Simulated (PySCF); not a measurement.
(E)-1-bromo-1-fluoroprop-1-ene (C3H4BrF), SMILES C/C=C(\F)Br. Coordinates come from a B3LYP-D3(BJ)/def2-SVP optimisation.

Calculation: B3LYP-D3(BJ)/def2-SVP (PySCF).

Harmonic wavenumbers (cm⁻¹): 142, 193, 213, 341, 362, 541, 739, 827, 983, 1045, 1052, 1147, 1325, 1398, 1459, 1459, 1750, 3025, 3087, 3143, 3204. Rotational constants (GHz): 8.322, 1.573, 1.334; symmetry number 1.

Problem. Work out the zero-point energy and the ideal-gas rigid-rotor harmonic-oscillator thermochemistry at 298.15 K and 1 atm.

Solution. ZPE = ½ Σ hcν = ½ × 27436 cm⁻¹ = 39.22 kcal/mol. H − E(el) = 43.48 kcal/mol. Entropy in cal/(mol K): translation 40.70, rotation 27.31, vibration 10.70, total 78.71. G − E(el) = 20.01 kcal/mol. Cp = 20.94 cal/(mol K). Modes under 150 cm⁻¹ make the vibrational entropy uncertain.
